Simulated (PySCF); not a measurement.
**Dipole response of Si⁺ (silicon, charge +1)**

[Ne] 3s2 3p1, 2P determinant. Calculation: PySCF 2.14, in aug-cc-pCVTZ-DK (8s7p5d3f, 75 functions); the spin-free X2C one-electron Hamiltonian (Gaussian nucleus). Coupled (time-dependent) response in atomic units; α is the mean over directions.

| method | mean α (bohr³) | α xx, yy, zz | C₆ (like pair) | S(−4) |
| --- | --- | --- | --- | --- |
| UHF | 19.56 | 19.07, 20.53, 19.07 | 105.3 | 155.0 |
| PBE | 19.07 | 18.37, 20.48, 18.37 | 100.6 | 149.7 |
| PBE0 | 19.04 | 18.45, 20.23, 18.45 | 100.7 | 147.4 |
| B97-3 | 19.20 | 18.48, 20.62, 18.48 | 102.0 | 149.3 |
| CAM-B3LYP | 18.86 | 18.22, 20.13, 18.22 | 99.16 | 145.0 |

S(−4) is the Cauchy moment in α(ω) = α(0) + S(−4) ω² + …

α(iu) at UHF:

```
u (hartree)  α(iu) (bohr³)
          0          19.56
     0.0500          19.18
      0.100          18.13
      0.200          14.94
      0.300          11.60
      0.500          6.852
      0.750          3.883
       1.00          2.466
       1.50          1.266
       2.00         0.7932
       3.00         0.4239
       5.00         0.2035
```

For an ion, C₆ is the dispersion term alone; charge-induced terms of lower order in 1/R come first.

The components differ because the open shell of this determinant is not spherical; for a pure term their mean is the scalar polarisability.
